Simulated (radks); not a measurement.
Values are calculated unless marked as measured or tabulated.
Ho5+, configuration [Kr] 4d10 4f9 5s2 5p5 (the NIST ground configuration).

Code: a radial shooting solver on a logarithmic mesh with Libxc functionals. Model: scalar-relativistic Kohn-Sham, PBE, spin-polarised, spherical densities, point nucleus; open shells are filled with parallel spins first (spin-orbit coupling, left out, can overturn this in heavy ions).

Energy parts (eV):
| part | energy |
|---|---|
| total | -343147.62 |
| kinetic | 371177.26 |
| electron-nucleus | -836606.14 |
| Hartree | 129573.46 |
| exchange-correlation | -7292.20 |

Orbitals (lengths in bohr, moments of r in powers of bohr; <r^-3> diverges for s and p1/2):
orbital  occ.  eigenvalue (eV)  <r^-3>
1s up       1        -55572.48       -
1s down     1        -55572.40       -
2s up       1        -9355.566       -
2s down     1        -9355.469       -
2p up       3        -8295.602   13550
2p down     3        -8295.491   13550
3s up       1        -2147.806       -
3s down     1        -2145.455       -
3p up       3        -1823.968    2898
3p down     3        -1821.613    2903
3d up       5        -1413.047   386.1
3d down     5        -1411.234   386.9
4s up       1        -484.2989       -
4s down     1        -479.2957       -
4p up       3        -377.4143   657.5
4p down     3        -372.4849   655.9
4d up       5        -233.0308   74.02
4d down     5        -228.1542   73.76
5s up       1        -114.6405       -
5s down     1        -111.3746       -
5p up       3         -86.8743   105.3
5p down     2         -84.1328   101.3
4f up       7         -74.5737   11.30
4f down     2         -69.8696   11.12

The highest occupied level is 4f down at -69.870 eV. For comparison, the ionisation energy in NIST's Atomic Spectra Database is 95 eV (theoretical). In exact Kohn-Sham theory the highest level is minus the ionisation energy, but local and semilocal functionals leave it too shallow, through self-interaction and a potential that decays too fast; potentials with the right tail come closer. Spin moment in Bohr magnetons: 6. Summed over all electrons, <r^2> = 27.64 bohr^2, which gives a Langevin (diamagnetic) susceptibility term of -21.9 x 10^-6 cm^3/mol.
